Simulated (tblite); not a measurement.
C₅H₆N₂.
Bonds: C1–C2 (double), C2–C3, C3–N4 (aromatic), N4–C5 (aromatic), C5–C6 (aromatic), C6–N7 (aromatic), C3–N7 (aromatic). Hydrogens: H8, H9 on C1; H10 on C2; H11 on C5; H12 on C6; H13 on N7.

Computed with GFN2-xTB (tblite), gas phase: Langevin dynamics at 300 K from the optimised GFN2-xTB geometry, time step 0.5 fs, friction 0.01 fs⁻¹, 2000 steps. The instantaneous temperature is 2·E(kin)/(3Nk) with all 3N coordinates.

```tsv
t (fs)	T (K)	E(pot) above start (eV)	C1=C2 (Å)	C2–C3 (Å)	C3–N4 (Å)	N4–C5 (Å)	C5–C6 (Å)	C1–H8 (Å)	C1–C2–C3–N4 (°)
0	250	0.000	1.329	1.441	1.315	1.351	1.368	1.075	0
25	171	0.226	1.357	1.429	1.311	1.321	1.388	1.059	6
50	266	0.168	1.336	1.437	1.301	1.335	1.389	1.077	17
75	175	0.373	1.318	1.450	1.321	1.342	1.373	1.102	35
100	194	0.422	1.312	1.411	1.292	1.345	1.368	1.027	18
125	245	0.371	1.318	1.433	1.314	1.354	1.367	1.096	8
150	265	0.416	1.326	1.393	1.346	1.341	1.345	1.154	-5
175	262	0.535	1.305	1.399	1.356	1.332	1.345	1.035	-3
200	488	0.444	1.305	1.412	1.325	1.333	1.388	1.102	13
225	360	0.658	1.345	1.494	1.278	1.344	1.415	1.149	15
250	330	0.706	1.325	1.502	1.271	1.351	1.408	1.021	11
275	427	0.590	1.305	1.491	1.288	1.378	1.369	1.111	-10
300	300	0.651	1.347	1.396	1.327	1.390	1.329	1.126	-14
325	307	0.470	1.344	1.428	1.350	1.390	1.313	1.052	13
350	331	0.389	1.303	1.408	1.316	1.345	1.345	1.087	25
375	370	0.427	1.299	1.499	1.305	1.328	1.363	1.085	32
400	382	0.357	1.329	1.510	1.316	1.319	1.362	1.068	11
425	371	0.317	1.345	1.496	1.310	1.319	1.376	1.109	-16
450	326	0.386	1.332	1.440	1.304	1.308	1.392	1.065	-26
475	450	0.322	1.317	1.481	1.325	1.315	1.387	1.058	-23
500	380	0.596	1.332	1.423	1.348	1.338	1.359	1.145	-12
525	367	0.525	1.329	1.401	1.324	1.386	1.340	1.054	-9
550	405	0.401	1.334	1.413	1.318	1.382	1.366	1.063	-12
575	344	0.572	1.339	1.458	1.287	1.386	1.369	1.134	8
600	319	0.410	1.313	1.433	1.269	1.373	1.368	1.062	3
625	374	0.334	1.298	1.498	1.269	1.356	1.361	1.070	23
650	318	0.443	1.330	1.421	1.315	1.358	1.373	1.124	27
675	353	0.414	1.372	1.412	1.322	1.355	1.375	1.043	28
700	398	0.384	1.334	1.427	1.288	1.332	1.369	1.083	2
725	327	0.523	1.288	1.466	1.309	1.342	1.359	1.126	-18
750	276	0.406	1.344	1.417	1.330	1.325	1.374	1.053	-36
775	309	0.348	1.334	1.468	1.327	1.308	1.382	1.067	-30
800	298	0.399	1.312	1.447	1.308	1.301	1.383	1.098	-35
825	266	0.285	1.328	1.479	1.345	1.308	1.394	1.060	-15
850	222	0.340	1.337	1.417	1.372	1.300	1.400	1.062	-10
875	220	0.423	1.344	1.451	1.377	1.317	1.389	1.086	2
900	230	0.313	1.317	1.408	1.354	1.351	1.385	1.079	-14
925	303	0.355	1.317	1.444	1.322	1.357	1.395	1.090	-9
950	358	0.348	1.344	1.452	1.316	1.374	1.387	1.094	-14
975	241	0.317	1.329	1.447	1.297	1.377	1.389	1.087	6
1000	275	0.516	1.327	1.432	1.282	1.398	1.369	1.059	-4
```

Q: From 500 fs on, how do temperature and potential energy compare with equipartition?

A: The mean temperature of these 21 frames is 314 K against the target 300 K, and the mean potential energy 0.41 eV against 33 × kT/2 = 0.43 eV for 33 classical harmonic modes. For 13 atoms in a canonical ensemble the temperature itself scatters by T·√(2/(3N)) = 68 K; here its standard deviation is 56 K. The whole run lasts only 10 friction times of 100 fs, so these averages carry a wide statistical error.

Q: What are the kinetic and total energies of the listed frame with the highest potential energy?

A: The one at 250 fs, 0.706 eV above the start. Its kinetic energy is 3NkT/2 = 0.554 eV at 330 K, so the sum is 1.26 eV; over the listed frames the sum runs from 0.42 to 1.31 eV, since the thermostat adds and removes energy.

Q: How much do the listed bonds fluctuate from 500 fs on?

A: 
```
 bond  at the start (Å)  mean (Å)  standard deviation (Å)
C1=C2             1.329     1.329                   0.017
C2–C3             1.441     1.439                   0.025
C3–N4             1.315     1.318                   0.030
N4–C5             1.351     1.349                   0.030
C5–C6             1.368     1.376                   0.014
C1–H8             1.075     1.083                   0.028
```

The motion is classical and holds no zero-point motion.

What follows is the cost of the whole dynamics run. Time: 8.7 s; peak memory 0.19 GiB. Hardware: an Arm Neoverse V1 with one thread (shared host).
